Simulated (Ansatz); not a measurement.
Calculated with Ansatz (gas phase, PBE0-D4/def2-TZVP geometries, no zero-point term in ΔE). CCSD(T)/CBS is the MP2 limit (def2-TZVPP, def2-QZVPP) plus CCSD(T) − MP2 in def2-TZVPP, frozen cores. This one scheme is used for every species. Functionals use def2-TZVPP. B3LYP here is the variant with VWN-RPA as its local correlation; programs differ in this. HSE06 is defined as in plane-wave codes. One conformer a species, not always the lowest.

`FC[SiH](F)S` + H–F → `F[SiH](F)S` + fluoromethane  (ligand exchange at the Si–C bond)

```json
{"level": "LDA (SPW92)", "ΔE (kJ/mol)": "-149.0", "difference from CCSD(T)/CBS": "13.8"}
{"level": "PBE-D4", "ΔE (kJ/mol)": "-149.6", "difference from CCSD(T)/CBS": "13.2"}
{"level": "revPBE-D4", "ΔE (kJ/mol)": "-146.4", "difference from CCSD(T)/CBS": "16.4"}
{"level": "BLYP-D4", "ΔE (kJ/mol)": "-160.0", "difference from CCSD(T)/CBS": "2.8"}
{"level": "r2SCAN-D4", "ΔE (kJ/mol)": "-165.8", "difference from CCSD(T)/CBS": "-3.0"}
{"level": "PBE0-D4", "ΔE (kJ/mol)": "-154.9", "difference from CCSD(T)/CBS": "7.9"}
{"level": "B3LYP-D4", "ΔE (kJ/mol)": "-164.6", "difference from CCSD(T)/CBS": "-1.8"}
{"level": "r2SCANh-D4", "ΔE (kJ/mol)": "-166.3", "difference from CCSD(T)/CBS": "-3.5"}
{"level": "r2SCAN0-D4", "ΔE (kJ/mol)": "-166.9", "difference from CCSD(T)/CBS": "-4.1"}
{"level": "HSE06-D4", "ΔE (kJ/mol)": "-154.8", "difference from CCSD(T)/CBS": "8.0"}
{"level": "BHLYP-D4", "ΔE (kJ/mol)": "-173.0", "difference from CCSD(T)/CBS": "-10.2"}
{"level": "CAM-B3LYP-D4", "ΔE (kJ/mol)": "-169.5", "difference from CCSD(T)/CBS": "-6.7"}
{"level": "ωB97X-V", "ΔE (kJ/mol)": "-163.8", "difference from CCSD(T)/CBS": "-1.0"}
{"level": "ωB97M-V", "ΔE (kJ/mol)": "-163.1", "difference from CCSD(T)/CBS": "-0.3"}
{"level": "B2PLYP", "ΔE (kJ/mol)": "-171.5", "difference from CCSD(T)/CBS": "-8.7"}
{"level": "PBE-QIDH", "ΔE (kJ/mol)": "-164.0", "difference from CCSD(T)/CBS": "-1.2"}
{"level": "PBE", "ΔE (kJ/mol)": "-154.4", "difference from CCSD(T)/CBS": "8.4"}
{"level": "revPBE", "ΔE (kJ/mol)": "-156.4", "difference from CCSD(T)/CBS": "6.4"}
{"level": "BLYP", "ΔE (kJ/mol)": "-169.6", "difference from CCSD(T)/CBS": "-6.8"}
{"level": "r2SCAN", "ΔE (kJ/mol)": "-167.2", "difference from CCSD(T)/CBS": "-4.4"}
{"level": "PBE0", "ΔE (kJ/mol)": "-159.2", "difference from CCSD(T)/CBS": "3.6"}
{"level": "B3LYP", "ΔE (kJ/mol)": "-172.2", "difference from CCSD(T)/CBS": "-9.4"}
{"level": "r2SCANh", "ΔE (kJ/mol)": "-167.7", "difference from CCSD(T)/CBS": "-4.9"}
{"level": "r2SCAN0", "ΔE (kJ/mol)": "-168.5", "difference from CCSD(T)/CBS": "-5.7"}
{"level": "HSE06", "ΔE (kJ/mol)": "-158.8", "difference from CCSD(T)/CBS": "4.0"}
{"level": "BHLYP", "ΔE (kJ/mol)": "-179.3", "difference from CCSD(T)/CBS": "-16.5"}
{"level": "LC-ωPBE", "ΔE (kJ/mol)": "-162.7", "difference from CCSD(T)/CBS": "0.1"}
{"level": "RPA@PBE/def2-TZVPP", "ΔE (kJ/mol)": "-164.4", "difference from CCSD(T)/CBS": "-1.6"}
{"level": "HF/def2-SVP", "ΔE (kJ/mol)": "-176.8", "difference from CCSD(T)/CBS": "-14.0"}
{"level": "MP2/def2-SVP", "ΔE (kJ/mol)": "-162.8", "difference from CCSD(T)/CBS": "0.0"}
{"level": "CCSD/def2-SVP", "ΔE (kJ/mol)": "-162.9", "difference from CCSD(T)/CBS": "-0.1"}
{"level": "CCSD(T)/def2-SVP", "ΔE (kJ/mol)": "-160.5", "difference from CCSD(T)/CBS": "2.3"}
{"level": "MP2/def2-TZVPP", "ΔE (kJ/mol)": "-165.7", "difference from CCSD(T)/CBS": "-2.9"}
{"level": "SCS-MP2/def2-TZVPP", "ΔE (kJ/mol)": "-171.1", "difference from CCSD(T)/CBS": "-8.3"}
{"level": "CCSD/def2-TZVPP", "ΔE (kJ/mol)": "-168.5", "difference from CCSD(T)/CBS": "-5.7"}
{"level": "CCSD(T)/def2-TZVPP", "ΔE (kJ/mol)": "-164.8", "difference from CCSD(T)/CBS": "-2.0"}
{"level": "MP2/def2-QZVPP", "ΔE (kJ/mol)": "-165.5", "difference from CCSD(T)/CBS": "-2.7"}
{"level": "SCS-MP2/def2-QZVPP", "ΔE (kJ/mol)": "-170.9", "difference from CCSD(T)/CBS": "-8.1"}
{"level": "HF/CBS(def2)", "ΔE (kJ/mol)": "-194.9", "difference from CCSD(T)/CBS": "-32.1"}
{"level": "MP2/CBS(def2)", "ΔE (kJ/mol)": "-163.8", "difference from CCSD(T)/CBS": "-1.0"}
{"level": "CCSD(T)/CBS", "ΔE (kJ/mol)": "-162.8", "difference from CCSD(T)/CBS": "0"}
```

(1) What do rigid-rotor, harmonic-oscillator terms from PBE0-D4/def2-TZVP frequencies (298.15 K, 1 bar) make of the CCSD(T)/CBS value? (Best estimate.)

Largest T1 diagnostic among the species: 0.012.

Results:

(1) The calculation gave: ΔZPE = +6.9 kJ/mol, ΔH = -158.6 kJ/mol, ΔS = 13 J/(mol·K), ΔG = -162.5 kJ/mol.

Leaving LDA and LC-ωPBE aside and taking each functional with its dispersion term where it has one, the values spread over 26.6 kJ/mol, from BHLYP-D4 to revPBE-D4. LDA lies +5.3 kJ/mol from PBE without D4. In def2-TZVPP, CCSD(T) changes the Hartree–Fock value by +27.2 kJ/mol (the triples alone add +3.7 kJ/mol) and MP2 by +26.2 kJ/mol. The D4 term adds +7.6 kJ/mol with B3LYP and +4.3 kJ/mol with PBE0; it sums over pairs of atoms, weighted by their polarisabilities, and B3LYP, whose exchange is more repulsive, gets the larger term.
